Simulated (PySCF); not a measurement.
One of the candidates below gave these computed data.

All candidates are C8H12O.

| technique | computed result |
| --- | --- |
| NMR, other nuclei | isotropic shieldings of nuclei other than C and H, by class: 43 (1 O) ppm [GIAO PBE0/pcSseg-1] |
| Rotational structure | rotational constants A, B, C: 3.112, 1.194, 1.063 GHz [GFN2-xTB] |
| Dipole | 0.89 D [PBE0/pcSseg-1] |
| 1H NMR | chemical shifts (computed TMS as zero) by class: 7.51 (1 H), 7.26 (1 H), 6.70 (1 H), 1.30 (9 H) ppm [GIAO PBE0/pcSseg-1] |
| 13C NMR | chemical shifts (computed TMS as zero) by class: 148.3 (1 C), 143.9 (1 C), 140.9 (1 C), 116.1 (1 C), 32.6 (3 C), 32.0 (1 C) ppm [GIAO PBE0/pcSseg-1] |

Electronic properties: PySCF, gas phase, density fitting. Levels stand in brackets. Isolated species at its GFN2-xTB geometry, gas phase. NMR classes are plain means over equivalent atoms (diastereotopic ones count apart unless rotation or inversion swaps them), as if these changed places fast.

Question: Which candidate is it?
A. `CC(C)(C)c1ccoc1`
B. `C=C[C@@H]1CCC[C@@H]2O[C@H]12`
C. `OC[C@@H]1C[C@H]2C=C[C@@H]1C2`
D. `C=CC(=O)C(C)(C)C=C`

Answer: A. It is `CC(C)(C)c1ccoc1`. Numbering: `[CH3:1][C:2]([CH3:3])([CH3:4])[c:5]1[cH:6][cH:7][o:8][cH:9]1`. Its formula, C8H12O, gives 3 degrees of unsaturation: 1 ring and 2 π bonds in the structure found (Kekulé form). 8 carbons fall into 6 classes; from least to most shielded: aromatic CH next to a ring oxygen [C7] (148.3 ppm), substituted aromatic carbon [C5] (143.9 ppm), aromatic CH next to a ring oxygen [C9] (140.9 ppm), aromatic CH carbon [C6] (116.1 ppm), methyl carbon [C1/C3/C4] (32.6 ppm, 3 C, up to 4.2 ppm apart in this geometry), benzylic-type carbon [C2] (32.0 ppm). Hydrogen classes from least to most shielded: 1 H on an aromatic CH next to a ring oxygen, C7 (7.51 ppm), 1 H on an aromatic CH next to a ring oxygen, C9 (7.26 ppm), 1 H on an aromatic CH carbon, C6 (6.70 ppm), 9 H on 3 methyl carbons, C1/C3/C4 (1.30 ppm). The other shieldings belong to: 43 ppm, furan-type oxygen [O8]. The optimised geometry has point group Cs and is an asymmetric top.

The others, at the same levels:
- `OC[C@@H]1C[C@H]2C=C[C@@H]1C2` fails: it has 8 carbon classes against 6; its computed 13C shifts are 146.6 (1 C), 145.3 (1 C), 74.1 (1 C), 49.5 (1 C), 47.7 (1 C), 46.7 (1 C), 45.3 (1 C), 33.5 (1 C) ppm, 1H shifts are 6.49 (1 H), 6.47 (1 H), 4.31 (1 H), 3.40 (1 H), 2.73 (1 H), 2.26 (1 H), 1.83 (1 H), 1.39 (1 H), 1.29 (1 H), 1.29 (1 H), 1.23 (1 H), -0.02 (1 H) ppm and rotational constant A is 3.584 GHz (against 3.112 GHz).
- `C=CC(=O)C(C)(C)C=C` fails: it has 7 carbon classes against 6; its computed 13C shifts are 205.3 (1 C), 153.5 (1 C), 138.4 (1 C), 138.1 (1 C), 121.0 (1 C), 53.9 (1 C), 24.1 (2 C) ppm, 1H shifts are 7.17 (1 H), 6.95 (1 H), 6.17 (1 H), 6.00 (1 H), 5.61 (1 H), 5.60 (1 H), 1.21 (6 H) ppm and rotational constant A is 2.196 GHz (against 3.112 GHz).
- `C=C[C@@H]1CCC[C@@H]2O[C@H]12` fails: it has 8 carbon classes against 6; its computed 13C shifts are 151.2 (1 C), 120.6 (1 C), 53.8 (1 C), 50.0 (1 C), 49.8 (1 C), 29.2 (1 C), 28.5 (1 C), 25.7 (1 C) ppm, 1H shifts are 6.30 (1 H), 5.46 (1 H), 5.31 (1 H), 2.88 (1 H), 2.68 (1 H), 2.11 (1 H), 1.83 (1 H), 1.77 (1 H), 1.54 (1 H), 1.32 (1 H), 1.28 (1 H), 1.13 (1 H) ppm and smallest rotational constant is 1.011 GHz (against 1.063 GHz).

Each candidate is one conformer, not necessarily the lowest. Dipoles, sizes and rotational constants follow the conformer. The torsions of the flexible species, by atom-mapped SMILES:
- `[CH3:1][C:2]([CH3:3])([CH3:4])[c:5]1[cH:6][cH:7][o:8][cH:9]1`: C1–C2–C5–C6 60°
- `[CH2:1]=[CH:2][C:3](=[O:4])[C:5]([CH3:6])([CH3:7])[CH:8]=[CH2:9]`: C1–C2–C3–O4 6°, C2–C3–C5–C6 70°, C3–C5–C8–C9 121°

The conformers of `OC[C@@H]1C[C@H]2C=C[C@@H]1C2` and `C=C[C@@H]1CCC[C@@H]2O[C@H]12` aren't listed.
